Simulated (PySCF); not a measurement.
Computed shifts of a molecule C₅H₅Cl, PBE/pcSseg-1 (PySCF), GIAO, gas phase, atoms alike by connectivity averaged where their shifts nearly agree, in ppm (number of nuclei): ¹³C: 136.5 (1), 136.1 (1), 83.5 (1), 74.7 (1), 28.4 (1). ¹H: 6.30 (1), 6.15 (1), 3.50 (1), 3.16 (1), 2.03 (1). References: ¹³C against TMS (σ = 182.0 ppm); ³⁵Cl against HCl (σ = 936.5 ppm); ¹H against TMS (σ = 31.49 ppm), references at their B3LYP-D3(BJ)/def2-TZVP geometries, non-relativistic (without spin–orbit terms, shifts of atoms bonded to Cl or Br come out too high). Geometry: B3LYP-D3(BJ)/def2-SVP. The values are those of a single conformer.

Task: Pick the molecule that these values belong to.
A) C#C/C(Cl)=C\C
B) C=CC=C=CCl
C) C=C=CC(=C)Cl
D) C#CC/C=C/Cl

Result: D, C#CC/C=C/Cl
